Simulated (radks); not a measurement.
Results of a calculation; reference values are marked as such.
Species: the chromium ion Cr2+. Configuration: [Ar] 3d4 (the NIST ground configuration). Level of theory: scalar-relativistic Kohn-Sham, PBE, spin-polarised, spherical densities, finite nucleus; open shells are filled with parallel spins first; Fermi nuclear charge, rms radius 3.6452 fm; hard spherical wall at 12 bohr (a radial shooting solver on a logarithmic mesh with Libxc functionals). Some entries of the table are withheld. Estimate them.

| orbital | occ. | eigenvalue (hartree) | r(max) (bohr) | <1/r> (bohr^-1) |
|---|---|---|---|---|
| 1s down | 1 | -216.8793 | 0.04161 | 23.88 |
| 1s up | 1 | -216.8785 | 0.04161 | 23.88 |
| 2s up | 1 | -25.30737 | 0.2436 | 5.048 |
| 2s down | 1 | -25.25104 | 0.2434 | 5.056 |
| 2p up | 3 | -21.38845 | 0.1978 | 4.948 |
| 2p down | 3 | -21.34553 | 0.1976 | 4.956 |
| 3s up | 1 | -3.54750 | 0.7760 | 1.573 |
| 3s down | 1 | -3.39525 | 0.7764 | 1.568 |
| 3p up | 3 | -2.49295 | 0.7964 | 1.437 |
| 3p down | 3 | -2.34292 | 0.7971 | 1.431 |
| 3d up | 4 | -0.88776 | 0.8183 | 1.093 |
| 3d down | 0 | -0.74847 | 0.8263 | 1.065 |
| 4s up | 0 | -0.70600 | 2.333 | 0.4936 |
| 4p up | 0 | (1) | 2.755 | 0.4136 |

Answer. 
(1) 4p up eigenvalue (hartree): -0.51061
